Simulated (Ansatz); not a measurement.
The cluster Li₆Al₄⁻, relaxed as a doublet with UKS PBE-D4/def2-SVPD in Ansatz, starting from packed atoms. Force threshold 0.02 eV/Å.

The highest occupied level of the charge -1 doublet lies above zero (up to 0.01 eV). The electron is either unbound and held by the finite basis, or the level is raised by self-interaction error. Another isomer (doublet) lies 0.49 eV lower at PBE0-D4/def2-TZVPD; other spin states weren't run for this one.

Start:

Cartesian coordinates in Å:
```
Al 1.3926 -1.7756 0.6731
Al -0.2553 2.4049 1.8951
Al 1.8098 1.2175 1.5810
Al 0.7591 1.7608 -0.9033
Li -2.4770 -2.3642 -0.9720
Li -0.4327 -0.3079 1.8407
Li 1.5784 -0.5267 -1.4536
Li -1.5891 2.3727 -0.2269
Li 0.0728 -2.5744 -1.6354
Li -0.8587 -0.2070 -0.7986
```

```
step  energy (eV)  largest force component (eV/Å)  SCF passes
   1  -27589.0974                           1.365         143
   2  -27589.8981                           1.048          48
   3  -27590.3784                           0.475          54
   4  -27590.6076                           0.216          47
   5  -27590.7486                           0.145          49
   6  -27590.8530                           0.392          40
   7  -27590.9114                           0.169          41
   8  -27590.9905                           0.176          41
   9  -27591.1178                           0.222          40
  10  -27591.2390                           0.212          45
  11  -27591.3860                           0.233          46
  12  -27591.5364                           0.283          46
  13  -27591.7158                           0.284          44
  14  -27591.8571                           0.236          44
  15  -27591.9032                           0.314          44
  16  -27591.9411                           0.127          45
  17  -27591.9456                           0.060          39
  18  -27591.9487                           0.015          33
```

Force components are those of the run's own axes.

End:

```tsv
atom	x (Å)	y (Å)	z (Å)
Al1	0.5284	-1.3720	0.3970
Al2	-1.0074	0.9736	1.1697
Al3	1.8709	0.6446	1.3837
Al4	0.7889	2.0866	-0.4846
Li5	-2.2171	-1.1808	0.2030
Li6	0.0126	-0.6873	2.9603
Li7	2.4487	-0.1496	-1.1945
Li8	-1.9550	2.3449	-0.8325
Li9	0.0068	-2.7335	-1.7682
Li10	-0.4769	0.0735	-1.8340
```

Bonds lost: Li5–Li9, Li6–Li10, Li7–Li9 (atoms count from 1). Bonds formed: Al1–Al3, Al1–Li5, Al2–Li5, Al3–Li7 (atoms count from 1). Metal–metal contacts that move far: Al2–Al3 2.40 to 2.90 Å.

No frequencies were taken in this run, so the end may be a saddle point.

Hardware: 4 threads of Arm Neoverse V1 on a shared host. Wall time 1.9 min.
